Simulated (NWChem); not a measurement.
All runs are NWChem calculations. System: As (+1), charge 1, spin multiplicity 3. Its SCF solution wasn't tested for a lower state. Level: G0W0@UBHandHLYP/def2-TZVP, RI basis def2-tzvp-rifit.

Input file:

```
start mol
memory heap 200 mb stack 700 mb global 1700 mb
charge 1
geometry units angstroms nocenter noautoz
  As     0.000000     0.000000     0.000000
  symmetry group D2h
end
basis spherical
  * library def2-tzvp
end
basis "ri basis" bse spherical
  * library def2-tzvp-rifit
end
dft
  xc bhlyp
  odft
  mult 3
  iterations 100
  direct
  tolerances tight
end
task dft energy
gw
  states alpha occ 4 vir 2
  states beta occ 4 vir 2
end
task dft gw
```

Part of the output:

```
             Northwest Computational Chemistry Package (NWChem) 7.3.0
             --------------------------------------------------------

                                NWChem Input Module
                                -------------------

 Scaling coordinates for geometry "geometry" by  1.889725989
 (inverse scale =  0.529177249)

                             Geometry "geometry" -> ""
                             -------------------------

 Output coordinates in angstroms (scale by  1.889725989 to convert to a.u.)

  No.       Tag          Charge          X              Y              Z
 ---- ---------------- ---------- -------------- -------------- --------------
    1 As                  33.0000     0.00000000     0.00000000     0.00000000

 Effective nuclear repulsion energy (a.u.)       0.0000000000

            Nuclear Dipole moment (a.u.)
            ----------------------------
        X                 Y               Z
 ---------------- ---------------- ----------------
     0.0000000000     0.0000000000     0.0000000000

      Symmetry information
      --------------------

 Group name             D2h
 Group number             26
 Group order               8
 No. of unique centers     1

      Symmetry unique atoms

     1


 Summary of "ao basis" -> "" (spherical)
 ------------------------------------------------------------------------------
       Tag                 Description            Shells   Functions and Types
 ---------------- ------------------------------  ------  ---------------------
 *                         def2-tzvp                  on all atoms

 new library libraries.bse/

 Summary of "ri basis" -> "" (spherical)
 ------------------------------------------------------------------------------
       Tag                 Description            Shells   Functions and Types
 ---------------- ------------------------------  ------  ---------------------
 *                      def2-tzvp-rifit               on all atoms

                                 NWChem DFT Module
                                 -----------------

 Summary of "ao basis" -> "ao basis" (spherical)
 ------------------------------------------------------------------------------
       Tag                 Description            Shells   Functions and Types
 ---------------- ------------------------------  ------  ---------------------
 As                        def2-tzvp                16       48   6s5p4d1f

 Summary of "ao basis" -> "ao basis" (spherical)
 ------------------------------------------------------------------------------
       Tag                 Description            Shells   Functions and Types
 ---------------- ------------------------------  ------  ---------------------
 As                        def2-tzvp                16       48   6s5p4d1f

      Symmetry analysis of basis
      --------------------------

        ag         14
        au          1
        b1g         4
        b1u         7
        b2g         4
        b2u         7
        b3g         4
        b3u         7

            General Information
            -------------------
          SCF calculation type: DFT
          Wavefunction type:  spin polarized.
          No. of atoms     :     1
          No. of electrons :    32
           Alpha electrons :    17
            Beta electrons :    15
          Charge           :     1
          Spin multiplicity:     3
          Use of symmetry is: on ; symmetry adaption is: on
          Maximum number of iterations: 100
          This is a Direct SCF calculation.
          AO basis - number of functions:    48
                     number of shells:    16
          Convergence on energy requested:  1.00D-06
          Convergence on density requested:  1.00D-05
          Convergence on gradient requested:  5.00D-04

              XC Information
              --------------
                        BHLYP Method XC Functional
                     Hartree-Fock (Exact) Exchange  0.500
                        Slater Exchange Functional  0.500 local
                    Becke 1988 Exchange Functional  0.500 non-local
              Lee-Yang-Parr Correlation Functional  1.000

             Grid Information
             ----------------
          Grid used for XC integration:  medium
          Radial quadrature: Mura-Knowles
          Angular quadrature: Lebedev.
          Tag              B.-S. Rad. Rad. Pts. Rad. Cut. Ang. Pts.
          ---              ---------- --------- --------- ---------
          As                  1.15      112           5.0       590
          Grid pruning is: on
          Number of quadrature shells:   112
          Spatial weights used:  Erf1

          Convergence Information
          -----------------------
          Convergence aids based upon iterative change in
          total energy or number of iterations.
          Levelshifting, if invoked, occurs when the
          HOMO/LUMO gap drops below (HL_TOL):  1.00D-02
          DIIS, if invoked, will attempt to extrapolate
          using up to (NFOCK): 10 stored Fock matrices.

                    Damping( 0%)  Levelshifting(0.5)       DIIS
                  --------------- ------------------- ---------------
          dE  on:    start            ASAP                start
          dE off:    2 iters        100 iters           100 iters

      Screening Tolerance Information
      -------------------------------
          Density screening/tol_rho:  1.00D-10
          AO Gaussian exp screening on grid/accAOfunc:  14
          CD Gaussian exp screening on grid/accCDfunc:  20
          XC Gaussian exp screening on grid/accXCfunc:  20
[...]
                    ------------------------------------------

 Vector   15  Occ=1.000000D+00  E=-9.897355D-01  Symmetry=ag
              MO Center= -2.8D-18,  1.8D-18,  1.6D-17, r^2= 1.2D+00
   Bfn.  Coefficient  Atom+Function         Bfn.  Coefficient  Atom+Function
  ----- ------------  ---------------      ----- ------------  ---------------
     5      0.812046  1 As s                  6      0.423313  1 As s
     4     -0.402643  1 As s                  3     -0.273400  1 As s
     2      0.130788  1 As s                  1     -0.039451  1 As s

 Vector   16  Occ=1.000000D+00  E=-5.994375D-01  Symmetry=b3u
              MO Center=  3.9D-18, -1.2D-32, -3.0D-32, r^2= 1.7D+00
   Bfn.  Coefficient  Atom+Function         Bfn.  Coefficient  Atom+Function
  ----- ------------  ---------------      ----- ------------  ---------------
    16      0.674415  1 As px                19      0.387448  1 As px
    10     -0.338292  1 As px                 7      0.104640  1 As px
    13      0.079216  1 As px

 Vector   17  Occ=1.000000D+00  E=-5.994375D-01  Symmetry=b1u
              MO Center= -2.7D-30, -2.3D-32, -1.6D-16, r^2= 1.7D+00
   Bfn.  Coefficient  Atom+Function         Bfn.  Coefficient  Atom+Function
  ----- ------------  ---------------      ----- ------------  ---------------
    18      0.674415  1 As pz                21      0.387448  1 As pz
    12     -0.338292  1 As pz                 9      0.104640  1 As pz
    15      0.079216  1 As pz

 Vector   18  Occ=0.000000D+00  E=-4.254734D-01  Symmetry=b2u
              MO Center=  2.9D-16, -8.1D-15, -1.7D-16, r^2= 1.9D+00
   Bfn.  Coefficient  Atom+Function         Bfn.  Coefficient  Atom+Function
  ----- ------------  ---------------      ----- ------------  ---------------
    17      0.601649  1 As py                20      0.467952  1 As py
    11     -0.318835  1 As py                 8      0.098955  1 As py
    14      0.073160  1 As py

 Vector   19  Occ=0.000000D+00  E=-7.632464D-03  Symmetry=b2g
              MO Center=  1.6D-13,  1.1D-14, -7.9D-15, r^2= 2.9D+00
   Bfn.  Coefficient  Atom+Function         Bfn.  Coefficient  Atom+Function
  ----- ------------  ---------------      ----- ------------  ---------------
    40      0.997927  1 As d  1              25     -0.174477  1 As d  1
    30      0.101272  1 As d  1              35     -0.058040  1 As d  1

 Vector   20  Occ=0.000000D+00  E=-7.632464D-03  Symmetry=ag
              MO Center= -7.1D-17, -9.8D-17, -6.1D-17, r^2= 2.9D+00
   Bfn.  Coefficient  Atom+Function         Bfn.  Coefficient  Atom+Function
  ----- ------------  ---------------      ----- ------------  ---------------
    39      0.864230  1 As d  0              41     -0.498963  1 As d  2
    24     -0.151102  1 As d  0              29      0.087704  1 As d  0
    26      0.087239  1 As d  2              31     -0.050636  1 As d  2
    34     -0.050264  1 As d  0              36      0.029020  1 As d  2

                     DFT Final Beta Molecular Orbital Analysis
                     -----------------------------------------

 Vector   13  Occ=1.000000D+00  E=-2.188916D+00  Symmetry=b2g
              MO Center=  1.2D-29, -7.1D-30, -3.3D-31, r^2= 1.6D-01
   Bfn.  Coefficient  Atom+Function         Bfn.  Coefficient  Atom+Function
  ----- ------------  ---------------      ----- ------------  ---------------
    25      0.908537  1 As d  1              30      0.187370  1 As d  1

 Vector   14  Occ=1.000000D+00  E=-2.188916D+00  Symmetry=ag
              MO Center=  3.1D-33, -2.2D-29,  5.4D-31, r^2= 1.6D-01
   Bfn.  Coefficient  Atom+Function         Bfn.  Coefficient  Atom+Function
  ----- ------------  ---------------      ----- ------------  ---------------
    24      0.786816  1 As d  0              26     -0.454269  1 As d  2
    29      0.162267  1 As d  0              31     -0.093685  1 As d  2

 Vector   15  Occ=1.000000D+00  E=-8.821292D-01  Symmetry=ag
              MO Center=  1.5D-20, -7.3D-19, -2.0D-19, r^2= 1.2D+00
   Bfn.  Coefficient  Atom+Function         Bfn.  Coefficient  Atom+Function
  ----- ------------  ---------------      ----- ------------  ---------------
     5      0.794329  1 As s                  6      0.435282  1 As s
     4     -0.385524  1 As s                  3     -0.282332  1 As s
     2      0.128870  1 As s                  1     -0.039909  1 As s

 Vector   16  Occ=0.000000D+00  E=-4.039564D-01  Symmetry=b2u
              MO Center= -6.7D-16,  2.6D-14, -1.6D-15, r^2= 2.0D+00
   Bfn.  Coefficient  Atom+Function         Bfn.  Coefficient  Atom+Function
  ----- ------------  ---------------      ----- ------------  ---------------
    17      0.567869  1 As py                20      0.498447  1 As py
    11     -0.314266  1 As py                 8      0.097375  1 As py
    14      0.079435  1 As py

 Vector   17  Occ=0.000000D+00  E=-3.631282D-01  Symmetry=b1u
              MO Center= -2.6D-29,  5.0D-32, -7.4D-16, r^2= 2.1D+00
   Bfn.  Coefficient  Atom+Function         Bfn.  Coefficient  Atom+Function
  ----- ------------  ---------------      ----- ------------  ---------------
    21      0.539047  1 As pz                18      0.524034  1 As pz
    12     -0.306530  1 As pz                 9      0.094807  1 As pz
    15      0.085012  1 As pz

 Vector   18  Occ=0.000000D+00  E=-3.631282D-01  Symmetry=b3u
              MO Center= -6.6D-18, -2.4D-31,  3.1D-29, r^2= 2.1D+00
   Bfn.  Coefficient  Atom+Function         Bfn.  Coefficient  Atom+Function
  ----- ------------  ---------------      ----- ------------  ---------------
    19      0.539047  1 As px                16      0.524034  1 As px
    10     -0.306530  1 As px                 7      0.094807  1 As px
    13      0.085012  1 As px

   alpha - beta orbital overlaps
   -----------------------------

   alpha      1      2      3      4      5      6      7      8      9     10
    beta      1      2      3      4      5      6      7      8      9     10
 overlap   1.000  1.000  1.000  1.000  1.000  1.000  1.000  1.000  1.000  1.000

   alpha     11     12     13     14     15     16     17     18     19     20
    beta     11     12     13     14     15     18     17     16     22     23
 overlap   1.000  1.000  1.000  1.000  0.998  0.993  0.993  1.000  0.998  0.998

   alpha     21     22     23     24     25     26     27     28     29     30
    beta     20     21     19     24     26     27     25     29     30     28
 overlap   0.999  0.999  0.996  0.997  0.994  0.994  1.000  0.999  0.999  0.999

   alpha     31     32     33     34     35     36     37     38     39     40
    beta     31     32     34     35     33     36     37     38     39     40
 overlap   0.998  0.998  1.000  1.000  1.000  1.000  1.000  1.000  1.000  1.000

   alpha     41     42     43     44     45     46     47     48
    beta     41     42     43     44     45     47     46     48
 overlap   1.000  1.000  1.000  1.000  1.000  1.000  1.000  1.000

     --------------------------
     Expectation value of S2:
     --------------------------
      <S2> =      2.0034 (Exact =     2.0000)

 Task  times  cpu:        6.1s     wall:        6.1s

                                NWChem Input Module
                                -------------------

                                 NWChem GW Module
                                 ----------------

                             ***********************
                             ***        GW       ***
                             ***********************

 Summary of "ri basis" -> "ri basis" (spherical)
 ------------------------------------------------------------------------------
       Tag                 Description            Shells   Functions and Types
 ---------------- ------------------------------  ------  ---------------------
 As                     def2-tzvp-rifit             37      159   10s9p8d5f4g1h

                 Memory Information
                 ------------------
          Available GA per process is          1700.0 MBs
          Available stack per process is        700.0 MBs
          Available heap per process is           0.0 MBs

          Peak memory in Initialization
              Peak GA per process is                  2.3 MBs
              Peak stack per process is               0.0 MBs
              Peak heap per process is                2.4 MBs
              Memory not in MA per process            0.0 MBs

          Peak memory in AFF Calculation
              Peak GA per process is                 11.2 MBs
              Peak stack per process is               8.0 MBs
              Peak heap per process is                0.0 MBs
              Memory not in MA per process            8.0 MBs

          Computing 2-center integrals
          Computing Inverse Cholesky factor
          Computing 3-center integrals
          Computing V_xc ...

          Computing Sigma_x
          Computing RPA polarizability
          Solving quasiparticle equations

                  Alpha Orbitals
          State     Energy (eV)     Error (eV)
          -----------------------------------
@GW        14        -60.426           0.004
@GW        15        -27.581           0.002
@GW        16        -18.224           0.004
@GW        17        -18.224           0.004
@GW        18         -9.689           0.004
@GW        19          1.481           0.003

                   Beta Orbitals
          State     Energy (eV)     Error (eV)
          -----------------------------------
@GW        12        -60.534           0.004
@GW        13        -60.012           0.003
@GW        14        -60.012           0.003
@GW        15        -25.500           0.003
@GW        16         -8.948           0.004
@GW        17         -7.885           0.004

   Applying  -1.9126 eV scissor-shift to rest of particle states

   Applying   1.8887 eV scissor-shift to rest of hole states

   Applying  -1.4961 eV scissor-shift to rest of particle states

   Applying   2.0441 eV scissor-shift to rest of hole states

     GW Timing Statistics
   ------------------------
   Init.   :          0.1s
     ERIs  :          0.2s
     Distr.:          0.0s
     Vxc   :          0.7s
   Sigma_x :          0.0s
   RPA     :          0.3s
   Wmn     :          0.0s
   Sigma_c :          0.0s
   GW total:          1.4s

 Task  times  cpu:        1.4s     wall:        1.4s

 Total times  cpu:        7.5s     wall:        7.5s
```
